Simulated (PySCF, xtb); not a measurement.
GeH₇NSSi, SMILES N[SiH2][S][GeH3].

GFN2-xTB (xtb) at its own geometry gives an orbital gap of 4.75 eV and a dipole moment of 2.94 D.

Geometry: B3LYP-D3(BJ)/def2-SVP. This is a generated structure with no PubChem entry under its InChIKey; it may be hypothetical. The values are those of a single conformer.

### Question
What does PySCF with B3LYP/def2-TZVP give? (The exact figures need the calculation; the answer reports its results.)

### Answer
gap 6.42 eV (levels -6.87 and -0.46 eV), dipole 2.20 D.
